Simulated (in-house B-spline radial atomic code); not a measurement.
## Er XXII (Er21+): [Kr] 4d10 4f1

All numbers are computed (Dirac-Kohn-Sham PBEsol, spherical fractional occupations; Fermi nucleus of rms radius 5.2516 fm) with a radial B-spline atomic code at the basis-set limit, not measured.

Z_r = [3n² - l(l+1)]/(2<r>); Z_e = n√(-2ε); the last column is Slater's effective charge. Values are occupation-weighted means over j. An effective charge above Z reflects the relativistic contraction of the inner shells.

| shell | electrons | ε (eV) | <r> (bohr) | Z_r | Z_e | Slater |
| --- | --- | --- | --- | --- | --- | --- |
| 1s | 2 | -57860 | 0.02038 | 73.61 | 65.21 | 67.70 |
| 2s | 2 | -10209 | 0.08595 | 69.81 | 54.79 | 63.85 |
| 2p | 6 | -9142.8 | 0.07636 | 65.48 | 51.85 | 63.85 |
| 3s | 2 | -2753.4 | 0.2247 | 60.09 | 42.68 | 56.75 |
| 3p | 6 | -2424.8 | 0.2234 | 55.96 | 40.05 | 56.75 |
| 3d | 10 | -1992.6 | 0.2034 | 51.61 | 36.31 | 46.85 |
| 4s | 2 | -983.59 | 0.4876 | 49.22 | 34.01 | 40.25 |
| 4p | 6 | -868.99 | 0.5078 | 45.29 | 31.97 | 40.25 |
| 4d | 10 | -710.9 | 0.5261 | 39.91 | 28.91 | 28.85 |
| 4f | 1 | -539.91 | 0.5261 | 34.21 | 25.20 | 22.00 |

The least bound orbital is 4f7/2 at -539 eV, while the most diffuse is 4d5/2 (<r> = 0.5291 bohr against 0.5275 bohr): energy order and size order differ.

Spin-orbit splittings of the orbital energies (j = l + 1/2 above j = l - 1/2 when positive): 2p 915.7 eV, 3p 192.9 eV, 3d 42.08 eV, 4p 49.42 eV, 4d 9.859 eV, 4f 2.175 eV.

For the 1s electron the small component carries 6.47 % of the norm, the zero-frequency Breit interaction raises the level by 183.9 eV, self-energy by 112 eV, and vacuum polarisation lowers it by 19.37 eV.
